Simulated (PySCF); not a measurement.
**Simulated absorption spectrum**

Compound: C₄H₈ClFSi₂.
SMILES: `CC[Si@@H](Cl)C#C[SiH2]F`

Method: PySCF, TDDFT CAM-B3LYP/def2-SVPD, vertical, gas phase, core orbitals frozen in the response. One conformer (not necessarily the lowest) at the GFN2-xTB geometry, without solvent, vibrations or thermal averaging. Torsions of this conformer, `[CH3:1][CH2:2][Si@@H:3]([Cl:4])[C:5]#[C:6][SiH2:7][F:8]`: C1–C2–Si3–Cl4 180°.

Broadening: Gaussians 0.5 eV wide at half height, area fixed by f = 4.319×10⁻⁹ ∫ε dν̃. The width is an assumption, not a result. The curve ends short of the highest state used, and states not computed would add to its high-energy end.

```tsv
E (eV)	ε (L mol⁻¹ cm⁻¹)
4.62	0
4.70	0
4.78	1
4.86	2
4.94	4
5.02	8
5.10	14
5.18	24
5.26	38
5.33	56
5.41	88
5.49	134
5.57	194
5.65	257
5.73	306
5.81	322
5.89	300
5.97	246
6.05	178
6.13	115
6.21	66
6.29	34
6.37	16
6.45	9
6.53	10
6.60	19
6.68	47
6.76	128
6.84	351
6.92	916
7.00	2184
7.08	4641
7.16	8685
7.24	14252
7.32	20490
7.40	25881
```

Question: Where are the band maxima, and which computed states make them?

Answer: 214 nm (5.80 eV), ε about 320, made up of S2 (89%) (ε in L mol⁻¹ cm⁻¹; maxima over ε = 5, shares over 10%). At its high-energy end, 7.40 eV, the curve is still rising (ε about 26000, from S5 and S6). The states used: S1 5.37 eV (f 0.0005); S2 5.79 eV (f 0.0053); S3 5.98 eV (f 0.0008); S4 6.97 eV (f 0.0010); S5 7.43 eV (f 0.171); S6 7.52 eV (f 0.352); S7 7.86 eV (f 0.0090); S8 8.00 eV (f 0.433).

Question: On this curve, what absorbance would a 10⁻³ mol/L sample give at 254 nm over a 1 cm path?

Answer: 254 nm is 4.881 eV, where ε is about 2 L mol⁻¹ cm⁻¹, so A = ε c l ≈ 0.002 (Beer–Lambert, with the gas-phase spectrum and the assumed width).

Question: What would ε be at 5.80 eV, the highest of these maxima, with half the width (0.25 eV)?

Answer: About 595 L mol⁻¹ cm⁻¹ against 323, a factor of about 1.8; a lone state at its own centre would give exactly 2.

Question: Coming from long wavelengths, where does ε first pass 100 L mol⁻¹ cm⁻¹?

Answer: At about 228 nm (5.44 eV), 0.07 eV above S1.
